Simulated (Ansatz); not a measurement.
Cost and result for the atomization energy of `C[SiH](F)[SiH3]` (11 atoms, 10 bonds).

```xyz
11

C     1.4783    0.1201   -0.8983
Si   -0.0891    0.8162   -0.1792
F    -1.0097    1.3642   -1.3818
Si   -1.3133   -0.7858    1.0202
H     1.2719   -0.7271   -1.5559
H     2.1381   -0.2237   -0.0967
H     2.0101    0.8821   -1.4732
H     0.2216    1.9845    0.6905
H    -1.6503   -1.9476    0.1530
H    -2.5719   -0.2086    1.5628
H    -0.4855   -1.2743    2.1585
```

Charge 0, multiplicity 1. The structure was optimised at the PBE0-D4/def2-TZVP level. Program: Ansatz. All runs use 4 threads of an Intel Xeon Platinum 8488C on a shared host. Times are those of one run each, without the atoms' runs, and a repeat can differ threefold. Electronic energies, without spin–orbit coupling; frozen cores. CCSD(T)/CBS adds CCSD(T) − MP2 in def2-TZVPP to the MP2 limit, and its time is that of the two runs behind it. T1 = 0.012. B3LYP takes the VWN-RPA correlation (the form of Gaussian; ORCA's B3LYP/G).

CCSD(T)/CBS is a level of theory with its own doubt, some kJ/mol a heavy atom from the limit and from the frozen cores, so smaller differences don't rank the functionals.

```json
{"level": "revPBE-D4/def2-TZVPP", "functions": "244", "wall time": "1.8 s"}
{"level": "PBE-D4/def2-TZVPP (with forces)", "functions": "244", "wall time": "2 s"}
{"level": "PBE0-D4/def2-TZVPP", "functions": "244", "wall time": "2 s"}
{"level": "CCSD(T)/def2-SVP", "functions": "99", "wall time": "2.3 s"}
{"level": "CAM-B3LYP-D4/def2-TZVPP", "functions": "244", "wall time": "2.8 s"}
{"level": "B3LYP-D4/def2-TZVPP (with forces)", "functions": "244", "wall time": "3.2 s"}
{"level": "r2SCANh-D4/def2-TZVPP", "functions": "244", "wall time": "3.6 s"}
{"level": "r2SCAN-D4/def2-TZVPP (with forces)", "functions": "244", "wall time": "3.8 s"}
{"level": "B97M-V/def2-TZVPP", "functions": "244", "wall time": "5.5 s"}
{"level": "ωB97M-V/def2-TZVPP (with forces)", "functions": "244", "wall time": "6.5 s"}
{"level": "MP2/def2-QZVPP", "functions": "464", "wall time": "14 s"}
{"level": "CCSD(T)/def2-TZVPP", "functions": "244", "wall time": "58 s"}
{"level": "CCSD(T)/CBS(def2)", "functions": "–", "wall time": "72 s"}
```

Problem. What atomization energy does each give, and how far from CCSD(T)/CBS? (An estimate is asked.)

Solution. Ansatz gave: 
| level | atomization (kJ/mol) | difference from CCSD(T)/CBS | per bond |
| --- | --- | --- | --- |
| revPBE-D4/def2-TZVPP | 3678.4 | -81.0 | -8.1 |
| PBE-D4/def2-TZVPP (with forces) | 3743.3 | -16.1 | -1.6 |
| PBE0-D4/def2-TZVPP | 3717.5 | -41.9 | -4.2 |
| CCSD(T)/def2-SVP | 3516.2 | -243.2 | -24.3 |
| CAM-B3LYP-D4/def2-TZVPP | 3765.3 | 5.9 | 0.6 |
| B3LYP-D4/def2-TZVPP (with forces) | 3745.3 | -14.1 | -1.4 |
| r2SCANh-D4/def2-TZVPP | 3737.6 | -21.8 | -2.2 |
| r2SCAN-D4/def2-TZVPP (with forces) | 3752.0 | -7.4 | -0.7 |
| B97M-V/def2-TZVPP | 3766.7 | 7.3 | 0.7 |
| ωB97M-V/def2-TZVPP (with forces) | 3752.4 | -7.0 | -0.7 |
| MP2/def2-QZVPP | 3732.4 | -27.0 | -2.7 |
| CCSD(T)/def2-TZVPP | 3667.1 | -92.3 | -9.2 |
| CCSD(T)/CBS(def2) | 3759.4 | 0.0 | 0.0 |

From PBE to PBE0 (25 % exact exchange), in def2-TZVPP and without D4, the atomization energy moves by −22.7 kJ/mol: exact exchange takes away binding that semilocal exchange gives to molecules. At CCSD(T), def2-SVP lies −243.2 kJ/mol from the extrapolated value and def2-TZVPP −92.3 kJ/mol: correlation converges slowly with the basis, and small sets miss more of it in the bonded molecule than in its fragments. Leaving LDA and LC-ωPBE aside and taking each functional with its dispersion term where it has one, the values, not all of them listed here, spread over 93.9 kJ/mol, from revPBE-D4 to ωB97X-V. LDA lies +442.9 kJ/mol from PBE without D4, its usual overbinding.
